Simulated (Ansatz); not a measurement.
The same isomerisation along the group O, S, Se.

Program: Ansatz. Geometries: PBE0-D4/def2-TZVP. ΔE: electronic, gas phase. CCSD(T)/CBS is the MP2 limit (def2-TZVPP, def2-QZVPP) plus CCSD(T) − MP2 in def2-TZVPP, frozen cores. Functionals use def2-TZVPP. For Se outer-core shells are correlated without core-valence functions, which leaves a few kJ/mol of doubt a bond. Scalar relativity is left out up to krypton. Each species was taken in one conformer, which may not be the lowest.

| reaction | ωB97M-V (kJ/mol) | revPBE-D4 (kJ/mol) |
| --- | --- | --- |
| `C=C1CO1` → `C=C=CO` | -21 | -16 |
| `C=C1CS1` → `C=C=CS` | 31 | 37 |
| `C=C1C[Se]1` → `C=C=C[SeH]` | 36 | 44 |

(1) Give the CCSD(T)/CBS values in the same order. (Estimate.)

Largest T1 diagnostic: 0.013, for `C=C1CO1`.

Answers

(1) Computed: -26, 32, 43 kJ/mol.
